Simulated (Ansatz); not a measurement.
Geometry optimisation, RKS B3LYP-D4/STO-3G (Ansatz).

The input (input.yaml):

```yaml
crystal:
  periodic: [false, false, false]
  atoms:
    - { symbol: F, position_ang: [-2.4989, -1.1, 1.0249] }
    - { symbol: Si, position_ang: [-1.5464, -0.6691, -0.1724] }
    - { symbol: Si, position_ang: [0.6049, -1.3771, 0.2351] }
    - { symbol: C, position_ang: [1.617, 0.2709, 0.0157] }
    - { symbol: O, position_ang: [0.8336, 1.4422, 0.3913] }
    - { symbol: Si, position_ang: [-0.776, 1.558, -0.0587] }
    - { symbol: H, position_ang: [-2.0392, -1.0643, -1.5064] }
    - { symbol: H, position_ang: [1.143, -2.3881, -0.7326] }
    - { symbol: H, position_ang: [0.7892, -1.8676, 1.6848] }
    - { symbol: H, position_ang: [1.844, 0.3727, -1.0078] }
    - { symbol: H, position_ang: [2.4591, 0.2353, 0.6253] }
    - { symbol: H, position_ang: [-1.5211, 2.3647, 0.9381] }
    - { symbol: H, position_ang: [-0.8888, 2.1878, -1.4224] }
basis:
  gaussian: { orbitals: STO-3G }
hamiltonian:
  xc: b3lyp
  dispersion: d4
relax:
  f_tol: 0.02
  max_steps: 40
output:
  orbitals: {}
```

Command:

```bash
$ ansatz run input.yaml --threads 1 --pin off --max-ram 2048MiB --backend cpu --events-out ev --progress --plain --runs-dir out
```

Q: Where does it end, and by what steps?

A: The forces met the threshold. Limits of this set-up: minimal basis. After 6 steps the energy has fallen by 0.780 eV; H9 moved furthest, 0.21 Å.

```tsv
step	energy less start (eV)	largest force component (eV/Å)	accepted
0	0.0000	4.691	yes
1	-0.5563	1.403	yes
2	-0.7370	0.678	yes
3	-0.7620	0.301	yes
4	-0.7730	0.212	yes
5	-0.7789	0.060	yes
6	-0.7796	0.012	yes
```

```xyz
13
Properties=species:S:1:pos:R:3
F -2.579 -1.061 1.072
Si -1.486 -0.656 -0.107
Si 0.623 -1.412 0.218
C 1.534 0.279 0.062
O 0.790 1.446 0.581
Si -0.813 1.523 -0.093
H -2.039 -1.067 -1.387
H 1.125 -2.327 -0.785
H 0.863 -1.986 1.523
H 1.817 0.432 -1.006
H 2.488 0.260 0.627
H -1.533 2.455 0.747
H -0.771 2.079 -1.437
```

Whether the end is a true minimum wasn't checked by a vibrational analysis.

Time of the run: 36 s on 1 thread of Arm Neoverse V1, on a shared host, peak memory 0.16 GiB.
